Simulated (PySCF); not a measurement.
# SnH₄ + GeH₂ → SnH₂ + GeH₄

Level: PBE0 in the def2-TZVP basis family, computed in PySCF with density fitting; scalar-relativistic core potentials for atoms from Rb on, none lighter, no spin–orbit coupling; open shells unrestricted.

```tsv
species	state and structure	E (Eh)	ZPE (kJ/mol)	H(298 K) − H(0) (kJ/mol)	S° (J/(mol K))
SnH₄	singlet, Td, Sn–H 1.704 Å (×4)	-216.66474	68.3	11.3	228.6
GeH₂	singlet, C2v, Ge–H 1.594 Å (×2); H–Ge–H 90.6°	-2077.87561	28.7	10.0	220.6
SnH₂	singlet, C2v, Sn–H 1.773 Å (×2); H–Sn–H 90.6°	-215.45814	25.5	10.1	229.6
GeH₄	singlet, Td, Ge–H 1.534 Å (×4)	-2079.11846	77.8	10.7	217.5
```

Problem. What is the electronic reaction energy?

Solution. At PBE0/def2-TZVP, ΔE = -95.2 kJ/mol from the differences of the total energies times 2625.5, downhill. The heavier tin gives up the higher oxidation state, the inert-pair effect.

Problem. Add zero-point, thermal and entropy terms for 298.15 K and 1 bar.

Solution. ΔZPE = 6.3 and Δ[H(298) − H(0)] = -0.5 kJ/mol give ΔH° = -89.4 kJ/mol. ΔS° = -2.1 J/(mol K), so ΔG° = -89.4 − 298.15 × (-0.0021) = -89 kJ/mol and log₁₀K = 15.6.

The structures come from searches over a few start shapes, so lower isomers are not excluded.
